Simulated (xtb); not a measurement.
H3O4S (SMILES O=S(O)(O)=[OH+]), charge +1, singlet, at a GFN2-xTB geometry. Base run: xtb with GFN2-xTB.

The xtb input:
```
$ xtb mol.xyz --gfn 2 --chrg 1 --json

# file mol.xyz
8

O      0.07747933    -1.16688503    -0.93747374
S      0.00513635    -0.07735650    -0.06214810
O     -1.37552753     0.54445488     0.07722509
O      0.88848750     1.10384932    -0.43194612
O      0.40278763    -0.37941267     1.37414663
H     -1.93477726     0.66485616    -0.69882339
H      1.78469266     0.95770216    -0.75592961
H      0.12208757    -1.20090634     1.79350759
```

Variants of this job, named by their change:

```
change         ΔE vs base (mEh)  HOMO-LUMO gap (eV)  SCF cycles
-------------  ----------------  ------------------  ----------
base                      0.000                8.97          11
alpb = thf                  ___                 ___          11
acc = 30                  0.000                8.97           8
acc = 1000                0.006                8.98           6
etemp = 1000              0.000                8.97          11
etemp = 10000            -1.328                8.99          11
```

### Question
Some entries are withheld; supply them.

### Answer

- alpb = thf, ΔE vs base (mEh): -113.2
- alpb = thf, HOMO-LUMO gap (eV): 9.11

ALPB and GBSA are two models with their own fitted parameters for each solvent, which aren't always the measured dielectric constant.
